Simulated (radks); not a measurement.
Values are calculated unless marked as measured or tabulated.
These are the eigenvalues of the occupied orbitals of an atom or ion with whole-number occupations (hartree). Code: a radial shooting solver on a logarithmic mesh with Libxc functionals. Model: scalar-relativistic Kohn-Sham, PBE, spin-polarised, spherical densities, point nucleus.

orbital  eigenvalue
1s        -1597.871
2s        -260.9322
2p        -233.5381
3s        -59.08996
3p        -50.45391
3d        -38.47037
4s        -14.06912
4p        -11.20135
4d         -7.11603
5s         -3.57937
5p         -2.75539
6s         -1.29638

Which element is it, and in what charge state? The configuration may be excited. Open shells, if any, are filled with parallel spins first.

Answer. Z = 60, neodymium, charge +4: Nd4+ in [Xe] 6s2. The list shows which subshells hold electrons but not how many an open one holds; the 1s level, -1597.9 hartree, gives Z - s = 56.5 by -(Z - s)^2/2, which with screening and relativity narrows Z to a few neighbours, and the depths of the outer levels then fix element, charge and occupations together.
